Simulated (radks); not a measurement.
Values are calculated unless marked as measured or tabulated.
Valence configurations of Ar+ (all share [Ne]). Level of theory: non-relativistic Kohn-Sham, PBE, spin-polarised, spherical densities, point nucleus; open shells are filled with parallel spins first (a radial shooting solver on a logarithmic mesh with Libxc functionals). Energies are relative to 3s2 3p5; eigenvalues in eV for spin up.

| valence | E (eV) | moment (Bohr magnetons) | e(3p) | e(3s) |
|---|---|---|---|---|
| 3s2 3p5 | 0.000 | 1 | -22.618 | -36.977 |
| 3s1.5 3p5.5 | 7.142 | 1 | -22.916 | -37.334 |
| 3s1 3p6 | 14.288 | 1 | -23.213 | -37.688 |

NIST lists [Ne] 3s2 3p5 as the ground configuration; this level of theory agrees among the configurations tried. The energies are those of spherical high-spin densities, not of single terms.
